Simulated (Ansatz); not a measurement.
Gas-phase electronic energies from Ansatz, PBE0-D4/def2-TZVP geometries. CBS: MP2 limit from def2 TZ/QZ plus the TZ coupled-cluster correction, frozen cores. This one scheme is used for every species. DFT in def2-TZVPP. No spin–orbit coupling; open shells (•) take unrestricted orbitals. For Br, Ga outer-core shells are correlated without core-valence functions, which leaves a few kJ/mol of doubt a bond. Scalar relativity is left out up to krypton.

Consider the hydrogen abstraction from a Ga–H bond: `[F][GaH][Br]` + `[OH]`• → `[F][Ga][Br]`• + H₂O.

```
   level  ΔE (eV)
BHLYP-D4    -1.60
 LC-ωPBE    -1.79
```

Problem. What does CCSD(T)/CBS give? (Estimate.)

Solution. Ansatz gave: -1.81 eV. The listed levels differ from it by 0.21, 0.02 eV.

Largest T1 diagnostic among the species: 0.014.

From BLYP to BHLYP (50 % exact exchange), in def2-TZVPP and without D4, ΔE moves by +0.41 eV. In def2-TZVPP, CCSD(T) changes the Hartree–Fock value by −0.69 eV (the triples alone add −0.07 eV) and MP2 by −0.94 eV. Leaving LDA and LC-ωPBE aside and taking each functional with its dispersion term where it has one, the values, not all of them listed here, spread over 0.47 eV, from PBE-D4 to BHLYP-D4. LDA lies −0.33 eV from PBE without D4.
